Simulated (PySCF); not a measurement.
PySCF input (HF/def2-TZVPD):

```python
from pyscf import gto, scf, dft

mol = gto.M(
    atom='''
    Sb   -0.01789393   -0.02052109    0.03712467
    H    -0.47119233    1.33856049   -0.94307278
    H     1.38378293   -0.29198507   -0.95028532
    ''',
    basis='def2-tzvpd',
    ecp='def2-tzvp',
    charge=-1,
    spin=0,
    verbose=4,
)

mf = scf.RHF(mol).density_fit(auxbasis='def2-universal-jkfit')
mf.conv_tol = 1e-9
mf.max_cycle = 100
mf.max_memory = 1500
mf.kernel()
if not mf.converged:
    mf = mf.newton()
    mf.kernel(mf.make_rdm1())
mf.analyze()
```

End of the output:

```
Extra cycle  E= -240.41454718469  delta_E= -1.28e-11  |g|= 1.62e-06  |ddm|= 1.35e-05
converged SCF energy = -240.41454718469
**** SCF Summaries ****
Total Energy =                        -240.414547184689866
Nuclear Repulsion Energy =              14.237000572594905
One-electron Energy =                 -455.266583911739531
Two-electron Energy =                  200.615036154454771
Two-electron Coulomb Energy =          219.852959028501914
DFT Exchange-Correlation Energy =      -19.237922874047143
HOMO-LUMO gap [eV] =                     7.277432354482302
**** MO energy ****
MO #1   energy= -6.26838418847816  occ= 2
MO #2   energy= -4.34035674618682  occ= 2
MO #3   energy= -4.33703894134253  occ= 2
MO #4   energy= -4.33285799849072  occ= 2
MO #5   energy= -1.37270953891396  occ= 2
MO #6   energy= -1.36885143209414  occ= 2
MO #7   energy= -1.3636486871829   occ= 2
MO #8   energy= -1.36056093838585  occ= 2
MO #9   energy= -1.36005889138466  occ= 2
MO #10  energy= -0.481773192468418 occ= 2
MO #11  energy= -0.235034958796113 occ= 2
MO #12  energy= -0.156642505513773 occ= 2
MO #13  energy= -0.0403365351353777 occ= 2
MO #14  energy= 0.227104173292098  occ= 0
MO #15  energy= 0.263569586495076  occ= 0
MO #16  energy= 0.295679555734643  occ= 0
MO #17  energy= 0.29764309070506   occ= 0
MO #18  energy= 0.304660930934233  occ= 0
MO #19  energy= 0.304723741612215  occ= 0
MO #20  energy= 0.305920679462895  occ= 0
MO #21  energy= 0.321859292289456  occ= 0
MO #22  energy= 0.398254840395941  occ= 0
MO #23  energy= 0.398795081012713  occ= 0
MO #24  energy= 0.411182823183527  occ= 0
MO #25  energy= 0.490677489532386  occ= 0
MO #26  energy= 0.493392034111327  occ= 0
MO #27  energy= 0.510418921640752  occ= 0
MO #28  energy= 0.519999881630813  occ= 0
MO #29  energy= 0.551324677431957  occ= 0
MO #30  energy= 0.570322655761525  occ= 0
MO #31  energy= 0.654560598668499  occ= 0
MO #32  energy= 0.660449825279115  occ= 0
MO #33  energy= 0.668691098722076  occ= 0
MO #34  energy= 0.67899769763596   occ= 0
MO #35  energy= 0.736858708455303  occ= 0
MO #36  energy= 0.836368573303776  occ= 0
MO #37  energy= 0.875537086823743  occ= 0
MO #38  energy= 0.896425668523176  occ= 0
MO #39  energy= 1.2238063223945    occ= 0
MO #40  energy= 1.24584687816527   occ= 0
MO #41  energy= 1.24962430437716   occ= 0
MO #42  energy= 1.25074931944792   occ= 0
MO #43  energy= 1.25682115120565   occ= 0
MO #44  energy= 1.27550284557744   occ= 0
MO #45  energy= 1.32036142816013   occ= 0
MO #46  energy= 1.34115598466762   occ= 0
MO #47  energy= 1.50473928101262   occ= 0
MO #48  energy= 1.52215721881434   occ= 0
MO #49  energy= 1.79381276225661   occ= 0
MO #50  energy= 1.81738917345843   occ= 0
MO #51  energy= 1.82777177403048   occ= 0
MO #52  energy= 1.83405739603332   occ= 0
MO #53  energy= 1.83511694767674   occ= 0
MO #54  energy= 2.11701448915243   occ= 0
MO #55  energy= 2.19255124676776   occ= 0
MO #56  energy= 2.21110127734487   occ= 0
MO #57  energy= 2.29458343136233   occ= 0
MO #58  energy= 2.63959886493158   occ= 0
MO #59  energy= 2.80764116109617   occ= 0
MO #60  energy= 2.91087497588452   occ= 0
MO #61  energy= 2.94772065969284   occ= 0
MO #62  energy= 2.96410236709051   occ= 0
MO #63  energy= 2.97909190039438   occ= 0
MO #64  energy= 3.00341188149321   occ= 0
MO #65  energy= 3.02709124055939   occ= 0
MO #66  energy= 3.13205015016323   occ= 0
MO #67  energy= 3.28333685844047   occ= 0
MO #68  energy= 3.34790433872765   occ= 0
MO #69  energy= 4.32514231266957   occ= 0
MO #70  energy= 40.0165778046647   occ= 0
MO #71  energy= 40.1427305192008   occ= 0
MO #72  energy= 40.169909451273    occ= 0
MO #73  energy= 41.0521768178381   occ= 0
MO #74  energy= 113.693256747136   occ= 0

WARN: Weak orthogonality for localized orbitals 1.2089461070220204e-09

 ** Mulliken pop on meta-lowdin orthogonal AOs  **
 ** Mulliken pop  **
pop of  0 Sb 4s           1.78983
pop of  0 Sb 5s           1.82785
pop of  0 Sb 6s           0.06851
pop of  0 Sb 7s           0.01172
pop of  0 Sb 8s           0.00183
pop of  0 Sb 9s           0.01241
pop of  0 Sb 10s          0.11394
pop of  0 Sb 4px          0.01037
pop of  0 Sb 4py          0.28554
pop of  0 Sb 4pz          0.28618
pop of  0 Sb 5px          1.69454
pop of  0 Sb 5py          1.72193
pop of  0 Sb 5pz          1.72211
pop of  0 Sb 6px          0.26838
pop of  0 Sb 6py          0.59207
pop of  0 Sb 6pz          0.71232
pop of  0 Sb 7px          0.74980
pop of  0 Sb 7py          0.01349
pop of  0 Sb 7pz          0.01323
pop of  0 Sb 8px          0.07560
pop of  0 Sb 8py          0.00334
pop of  0 Sb 8pz          0.00331
pop of  0 Sb 4dxy         1.37079
pop of  0 Sb 4dyz         1.36911
pop of  0 Sb 4dz^2        1.37103
pop of  0 Sb 4dxz         1.37049
pop of  0 Sb 4dx2-y2      1.99544
pop of  0 Sb 5dxy         0.26294
pop of  0 Sb 5dyz         0.27298
pop of  0 Sb 5dz^2        0.26125
pop of  0 Sb 5dxz         0.26557
pop of  0 Sb 5dx2-y2      0.00393
pop of  0 Sb 6dxy         0.18100
pop of  0 Sb 6dyz         0.19106
pop of  0 Sb 6dz^2        0.17858
pop of  0 Sb 6dxz         0.17941
pop of  0 Sb 6dx2-y2      0.00337
pop of  0 Sb 7dxy         0.17135
pop of  0 Sb 7dyz         0.16961
pop of  0 Sb 7dz^2        0.17284
pop of  0 Sb 7dxz         0.16985
pop of  0 Sb 7dx2-y2      0.00267
pop of  0 Sb 4f-3         0.00004
pop of  0 Sb 4f-2         0.00009
pop of  0 Sb 4f-1         0.00003
pop of  0 Sb 4f+0         0.00008
pop of  0 Sb 4f+1         0.00003
pop of  0 Sb 4f+2         0.00023
pop of  0 Sb 4f+3         0.00007
pop of  0 Sb 5f-3         0.00080
pop of  0 Sb 5f-2         0.00170
pop of  0 Sb 5f-1         0.00045
pop of  0 Sb 5f+0         0.00204
pop of  0 Sb 5f+1         0.00051
pop of  0 Sb 5f+2         0.00330
pop of  0 Sb 5f+3         0.00178
pop of  1 H 1s            1.64301
pop of  1 H 2s            0.05071
pop of  1 H 3s            0.02350
pop of  1 H 2px           0.03816
pop of  1 H 2py           0.05583
pop of  1 H 2pz           0.04406
pop of  1 H 3px           0.04855
pop of  1 H 3py           0.05987
pop of  1 H 3pz           0.05854
pop of  2 H 1s            1.64328
pop of  2 H 2s            0.05093
pop of  2 H 3s            0.02356
pop of  2 H 2px           0.05231
pop of  2 H 2py           0.04166
pop of  2 H 2pz           0.04466
pop of  2 H 3px           0.05128
pop of  2 H 3py           0.05857
pop of  2 H 3pz           0.05879
 ** Mulliken atomic charges  **
charge of    0Sb =      1.04726
charge of    1H =     -1.02223
charge of    2H =     -1.02503

WARN: System has nonzero charge -1; the dipole moment is origin-dependent.
Location of origin: [0. 0. 0.]

Dipole moment(X, Y, Z, Debye): -0.25943, -0.29752,  0.53824
```

Whether it binds its extra electron was not tested at this geometry.
